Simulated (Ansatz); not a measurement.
Program: Ansatz. Geometries: PBE0-D4/def2-TZVP. ΔE: electronic, gas phase. CCSD(T)/CBS is the MP2 limit (def2-TZVPP, def2-QZVPP) plus CCSD(T) − MP2 in def2-TZVPP, frozen cores. This one scheme is used for every species. DFT in def2-TZVPP. For Br outer-core shells are correlated without core-valence functions, which leaves a few kJ/mol of doubt a bond. Scalar relativity is left out up to krypton. One conformer a species, not always the lowest.

Reaction (formal hydrolysis of a C–N bond): `CNC(=N)Br` + H₂O → `N=C(O)Br` + CH₃NH₂

```json
{"level": "BLYP", "ΔE (kJ/mol)": "60.7"}
{"level": "r2SCANh", "ΔE (kJ/mol)": "68.2"}
```

Question: What does CCSD(T)/CBS give? (An estimate is asked.)

Answer: Computed: +69.9 kJ/mol. The listed levels differ from it by -9.2, -1.7 kJ/mol.

Question: What do rigid-rotor, harmonic-oscillator terms from PBE0-D4/def2-TZVP frequencies (298.15 K, 1 bar) make of the CCSD(T)/CBS value? (An estimate is asked.)

Answer: Ansatz gave: ΔZPE = +5.5 kJ/mol, ΔH = +71.3 kJ/mol, ΔS = 6 J/(mol·K), ΔG = +69.6 kJ/mol.

Largest T1 diagnostic among the species: 0.011.

At CCSD(T), def2-SVP lies −14.3 kJ/mol from the extrapolated value and def2-TZVPP −5.9 kJ/mol. In def2-TZVPP, CCSD(T) changes the Hartree–Fock value by +12.8 kJ/mol (the triples alone add +3.0 kJ/mol) and MP2 by +22.3 kJ/mol.

CCSD(T)/CBS has its own doubt, a few kJ/mol and more with outer-core shells, so smaller differences from it don't rank the levels.
